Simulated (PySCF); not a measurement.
C₂H₄N₂OSi, SMILES O[Si@H]1C=NC=N1. Geometry: r2SCAN-D4/def2-SVP. The structure was generated by enumeration; whether it is a known compound was not checked. Other conformers were not sampled.

Computed equilibrium geometry at r2SCAN-D4/def2-SVP (PySCF confirms it by a frequency run) as bond lengths and angles (one conformer of several):
Atoms: O1 Si2 C3 N4 C5 N6 H7 H8 H9 H10. Bonds (Å): O1–Si2 1.655, O1–H7 0.965, Si2–C3 1.920, Si2–N6 1.774, Si2–H8 1.482, C3–N4 1.288, C3–H9 1.100, N4–C5 1.466, C5–N6 1.275, C5–H10 1.103. Angles (°): Si2–O1–H7 117.5, O1–Si2–C3 118.6, O1–Si2–N6 115.1, O1–Si2–H8 106.3, C3–Si2–N6 90.5, C3–Si2–H8 113.5, N6–Si2–H8 112.6, Si2–C3–N4 109.0, Si2–C3–H9 133.1, N4–C3–H9 117.9, C3–N4–C5 110.2, N4–C5–N6 124.0, N4–C5–H10 113.1, N6–C5–H10 122.9, Si2–N6–C5 106.3.
